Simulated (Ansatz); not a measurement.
These are frozen-core CCSD(T)/cc-pVTZ // B3LYP-D3(BJ)/def2-TZVP (Ansatz, a quantum-chemistry and plane-wave program) values and carry that method's errors. The geometry is that of the parent before the electron was removed.

Ansatz 0.2 input:
```yaml
crystal:
  periodic: [false, false, false]
  atoms:
    - { symbol: B, position_ang: [0.446276, 1.423591, 0.218646] }
    - { symbol: C, position_ang: [0.031357, 0.099676, 0.015189] }
    - { symbol: N, position_ang: [0.904465, -0.982533, -0.267046] }
    - { symbol: N, position_ang: [-1.317864, -0.336795, 0.064024] }
    - { symbol: H, position_ang: [0.792334, 2.527458, 0.388132] }
    - { symbol: H, position_ang: [0.900759, -1.686113, 0.464978] }
    - { symbol: H, position_ang: [1.847042, -0.702666, -0.497923] }
    - { symbol: H, position_ang: [-1.645863, -0.687581, -0.830546] }
    - { symbol: H, position_ang: [-1.958508, 0.344963, 0.444546] }
basis:
  gaussian: { orbitals: cc-pVTZ }
correlation:
  method: ccsd_t
total_charge: 1
magnetization:
  spin_polarized: true
  initial_magnetization: 1
```

Output:

```
Functional definition: HF
1093 factors; integrals over basis functions are off by at most 1.2e-3 eV
mean field evaluation 1: about -4730.8589 eV, gradient 3.8e1 eV
mean field evaluation 2: about -4730.8625 eV, gradient 3.8e1 eV
mean field evaluation 4: about -4737.3326 eV, gradient 3.2e0 eV
mean field evaluation 8: about -4737.4806 eV, gradient 1.5e-1 eV
mean field evaluation 16: about -4737.3289 eV, gradient 3.2e0 eV
mean field evaluation 32: about -4734.8196 eV, gradient 6.4e-1 eV
mean field evaluation 64: about -4735.4795 eV, gradient 2.9e-2 eV
mean field evaluation 96: about -4734.8957 eV, gradient 5.6e-4 eV
mean field -4737.48091233 eV, -174.0992123483 hartree, gradient 5.3e-6 eV, S^2 0.759091; 3 other end points of the search recorded, 0 dependent functions left out
determinant -4737.48091233 eV, -174.0992123483 hartree, with singles and doubles -4755.91626259 eV, -174.7766989743 hartree
determinant -4735.47952274 eV, -174.0256626374 hartree, with singles and doubles -4754.02410545 eV, -174.7071634820 hartree
determinant -4734.89570371 eV, -174.0042076838 hartree, with singles and doubles -4753.47319965 eV, -174.6869180674 hartree
4 core orbitals not correlated
reference -4737.48091233 eV, -174.0992123483 hartree; 11, 10 occupied and 175, 176 virtual orbitals, 1093 factors
second order -17.37669935 eV of doubles, -0.00000000 eV of singles
cycle   1  -18.19979274 eV  change    -1.4e0 eV  update   2.5e-2
cycle   2  -18.24415262 eV  change   -4.4e-2 eV  update   6.4e-3
cycle   3  -18.24217924 eV  change    2.0e-3 eV  update   3.8e-3
cycle   4  -18.24507363 eV  change   -2.9e-3 eV  update   2.4e-3
cycle   5  -18.24732469 eV  change   -2.3e-3 eV  update   1.6e-3
cycle   6  -18.24818900 eV  change   -8.6e-4 eV  update   8.1e-4
cycle   7  -18.24839732 eV  change   -2.1e-4 eV  update   5.0e-4
cycle   8  -18.24849874 eV  change   -1.0e-4 eV  update   3.2e-4
cycle   9  -18.24824774 eV  change    2.5e-4 eV  update   1.7e-4
cycle  10  -18.24814357 eV  change    1.0e-4 eV  update   6.4e-5
cycle  11  -18.24819895 eV  change   -5.5e-5 eV  update   3.2e-5
cycle  12  -18.24819105 eV  change    7.9e-6 eV  update   1.3e-5
perturbative correction -0.79454248 eV, -0.0291988976 hartree
Total energy: -4756.52364586 eV, -174.7990198978 hartree
```

Cost: roughly 14 core-minutes.
